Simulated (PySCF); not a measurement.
BaCl (SMILES [Cl][Ba]), doublet, geometry from GFN2-xTB (such geometries of metal compounds can be far from the true shape) (the spin is typed, not shown lowest) (core potentials on Ba); PySCF with CASSCF(5,7)/def2-SVP.

Here is a job for PySCF.
```python
from pyscf import gto, scf, mcscf
import numpy

mol = gto.M(
    atom='''
Ba   -0.000000   -0.000000   -0.585542
Cl    0.000000    0.000000    1.928843
''',
    basis='def2-svp',
    ecp={'Ba': 'def2-svp'},
    charge=0,
    spin=1,
    verbose=4,
)

mf = scf.ROHF(mol)
mf.kernel()
mc = mcscf.CASSCF(mf, 7, 5)
mc.fix_spin_(ss=0.75)
mc.conv_tol = 1e-5
mc.kernel()
occ = numpy.linalg.eigvalsh(mc.fcisolver.make_rdm1(mc.ci, mc.ncas, mc.nelecas))[::-1]
ss = mc.fcisolver.spin_square(mc.ci, mc.ncas, mc.nelecas)[0]
print('natural occupations', occ.round(4), ' <S^2>', round(ss, 4))
```

What the program printed (banner, timings and long lists left out):

```
PySCF version 2.14.0

[INPUT] verbose = 4
[INPUT] num. atoms = 2
[INPUT] num. electrons = 27
[INPUT] charge = 0
[INPUT] spin (= nelec alpha-beta = 2S) = 1
[INPUT] symmetry False subgroup None
[INPUT] Mole.unit = angstrom
[INPUT] Symbol           X                Y                Z      unit          X                Y                Z       unit  Magmom
[INPUT]  1 Ba     0.000000000000   0.000000000000  -0.585542000000 AA    0.000000000000   0.000000000000  -1.106514014430 Bohr   0.0
[INPUT]  2 Cl     0.000000000000   0.000000000000   1.928843000000 AA    0.000000000000   0.000000000000   3.644985007284 Bohr   0.0

nuclear repulsion = 35.7781826794226
number of shells = 17
number of NR pGTOs = 85
number of NR cGTOs = 41
basis = def2-svp
ecp = {'Ba': 'def2-svp'}

******** <class 'pyscf.scf.rohf.ROHF'> ********
method = ROHF
initial guess = minao
damping factor = 0
level_shift factor = 0
DIIS = <class 'pyscf.scf.diis.CDIIS'>
diis_start_cycle = 1
diis_space = 8
diis_damp = 0
SCF conv_tol = 1e-09
SCF conv_tol_grad = None
SCF max_cycles = 50
direct_scf = True
direct_scf_tol = 1e-13
num. doubly occ = 13  num. singly occ = 1
Set gradient conv threshold to 3.16228e-05
init E= -474.41636063924
  HOMO = -0.248504773147005  LUMO = -0.0873410186983622  gap/eV = 4.38549
cycle= 1 E= -484.476125083859  delta_E= -10.1  |g|= 0.404  |ddm|= 1.53
  HOMO = -0.0751738787688936  LUMO = 0.0304664177478388  gap/eV = 2.87462
cycle= 2 E= -484.509889743513  delta_E= -0.0338  |g|= 0.126  |ddm|= 0.815
  HOMO = -0.0753407913314703  LUMO = 0.0352945958631558  gap/eV = 3.01054
cycle= 3 E= -484.514409437415  delta_E= -0.00452  |g|= 0.018  |ddm|= 0.178
  HOMO = -0.0784239786345893  LUMO = 0.0335566277426979  gap/eV = 3.04715
cycle= 4 E= -484.514584405314  delta_E= -0.000175  |g|= 0.00263  |ddm|= 0.0439
  HOMO = -0.0784313026969414  LUMO = 0.033611493880286  gap/eV = 3.04884
cycle= 5 E= -484.514603812217  delta_E= -1.94e-05  |g|= 0.00104  |ddm|= 0.0225
  HOMO = -0.0785535200807459  LUMO = 0.0335562012444362  gap/eV = 3.05066
cycle= 6 E= -484.514607407242  delta_E= -3.6e-06  |g|= 0.000447  |ddm|= 0.00705
  HOMO = -0.0786076560959685  LUMO = 0.0335405139685935  gap/eV = 3.05171
cycle= 7 E= -484.51460894507  delta_E= -1.54e-06  |g|= 0.000136  |ddm|= 0.00609
  HOMO = -0.0786108515893176  LUMO = 0.0335445059279795  gap/eV = 3.05190
cycle= 8 E= -484.514609073615  delta_E= -1.29e-07  |g|= 1.53e-05  |ddm|= 0.00223
  HOMO = -0.0786146942026278  LUMO = 0.0335418635594858  gap/eV = 3.05194
cycle= 9 E= -484.514609074127  delta_E= -5.11e-10  |g|= 3.63e-06  |ddm|= 0.000132
  HOMO = -0.078614675040086  LUMO = 0.0335419791375363  gap/eV = 3.05194
Extra cycle  E= -484.514609074142  delta_E= -1.52e-11  |g|= 1.48e-06  |ddm|= 1.42e-05
converged SCF energy = -484.514609074142

******** <class 'pyscf.mcscf.mc1step.CASSCF'> ********
CAS (3e+2e, 7o), ncore = 11, nvir = 23
max_cycle_macro = 50
max_cycle_micro = 4
conv_tol = 1e-05
conv_tol_grad = None
orbital rotation max_stepsize = 0.02
orbital rotation threshold for CI restart = 0.01
augmented hessian ah_max_cycle = 30
augmented hessian ah_conv_tol = 1e-12
augmented hessian ah_linear dependence = 1e-14
augmented hessian ah_level shift = 1e-08
augmented hessian ah_start_tol = 2.5
augmented hessian ah_start_cycle = 3
augmented hessian ah_grad_trust_region = 3
kf_trust_region = 3
kf_interval = 4
ci_response_space = 4
ci_grad_trust_region = 3
with_dep4 0
natorb = False
canonicalization = True
sorting_mo_energy = False
ao2mo_level = 2
internal_rotation = False
******** <class 'pyscf.fci.addons.SpinPenaltyFCISolver'> ********
max. cycles = 50
conv_tol = 1e-08
davidson only = True
linear dependence = 1e-12
level shift = 0.001
max iter space = 12
nroots = 1
pspace_size = 400
spin = None
CASCI E = -484.514788046438  S^2 = 0.7500000
Set conv_tol_grad to 0.00316228
macro iter   1 (  6 JK    1 micro), CASSCF E = -484.514865421358  dE = -7.73749196e-05  S^2 = 0.7500000
               |grad[o]|=0.000699  |grad[c]|=0.00379  |ddm|=0.000716  |maxRot[o]|=0.0625
macro iter   2 (  6 JK    1 micro), CASSCF E = -484.514973313545  dE = -1.07892187e-04  S^2 = 0.7500000
               |grad[o]|=0.000945  |grad[c]|=0.00511  |ddm|=0.00321  |maxRot[o]|=0.0799
macro iter   3 (  6 JK    1 micro), CASSCF E = -484.515173105868  dE = -1.99792323e-04  S^2 = 0.7500000
               |grad[o]|=0.00135  |grad[c]|=0.00643  |ddm|=0.00294  |maxRot[o]|=0.0799
macro iter   4 ( 21 JK    4 micro), CASSCF E = -484.517760332572  dE = -2.58722670e-03  S^2 = 0.7500000
               |grad[o]|=0.00208  |grad[c]|=0.00968  |ddm|=0.0153  |maxRot[o]|=0.312
macro iter   5 ( 21 JK    4 micro), CASSCF E = -484.524938642095  dE = -7.17830952e-03  S^2 = 0.7500000
               |grad[o]|=0.00621  |grad[c]|=0.0179  |ddm|=0.0236  |maxRot[o]|=0.297
macro iter   6 ( 21 JK    4 micro), CASSCF E = -484.534914845731  dE = -9.97620364e-03  S^2 = 0.7500000
               |grad[o]|=0.00942  |grad[c]|=0.0157  |ddm|=0.00704  |maxRot[o]|=0.308
macro iter   7 ( 21 JK    4 micro), CASSCF E = -484.541904234677  dE = -6.98938895e-03  S^2 = 0.7500000
               |grad[o]|=0.0108  |grad[c]|=0.0096  |ddm|=0.00514  |maxRot[o]|=0.313
macro iter   8 ( 21 JK    4 micro), CASSCF E = -484.545621752301  dE = -3.71751762e-03  S^2 = 0.7500000
               |grad[o]|=0.00921  |grad[c]|=0.00581  |ddm|=0.00235  |maxRot[o]|=0.298
macro iter   9 ( 21 JK    4 micro), CASSCF E = -484.547541724579  dE = -1.91997228e-03  S^2 = 0.7500000
               |grad[o]|=0.00598  |grad[c]|=0.00471  |ddm|=0.00216  |maxRot[o]|=0.311
macro iter  10 ( 10 JK    2 micro), CASSCF E = -484.547698337167  dE = -1.56612588e-04  S^2 = 0.7500000
               |grad[o]|=0.0021  |grad[c]|=0.00885  |ddm|=0.00137  |maxRot[o]|=0.0918
macro iter  11 ( 21 JK    4 micro), CASSCF E = -484.550346278658  dE = -2.64794149e-03  S^2 = 0.7500000
               |grad[o]|=0.00172  |grad[c]|=0.0137  |ddm|=0.00442  |maxRot[o]|=0.296
macro iter  12 ( 21 JK    4 micro), CASSCF E = -484.553571973423  dE = -3.22569477e-03  S^2 = 0.7500000
               |grad[o]|=0.00563  |grad[c]|=0.00929  |ddm|=0.00367  |maxRot[o]|=0.284
macro iter  13 (  7 JK    2 micro), CASSCF E = -484.553716561873  dE = -1.44588449e-04  S^2 = 0.7500000
               |grad[o]|=0.00315  |grad[c]|=0.00532  |ddm|=0.00254  |maxRot[o]|=0.0693
macro iter  14 (  3 JK    1 micro), CASSCF E = -484.553728495068  dE = -1.19331954e-05  S^2 = 0.7500000
               |grad[o]|=0.000821  |grad[c]|=0.00306  |ddm|=0.000675  |maxRot[o]|=0.0163
macro iter  15 (  3 JK    1 micro), CASSCF E = -484.553732605935  dE = -4.11086683e-06  S^2 = 0.7500000
               |grad[o]|=0.000502  |grad[c]|=0.00181  |ddm|=0.000369  |maxRot[o]|=0.00927
1-step CASSCF converged in  15 macro (209 JK  41 micro) steps
CASSCF canonicalization
Density matrix diagonal elements [1.98223005 1.98261914 0.99997609 0.00930929 0.00810705 0.01143568
 0.0063227 ]
CASSCF energy = -484.553732605935
CASCI E = -484.553732605935  E(CI) = -5.27695154277347  S^2 = 0.7500000
natural occupations [1.9827 1.9823 1.     0.0122 0.0114 0.0063 0.0051]  <S^2> 0.75
```
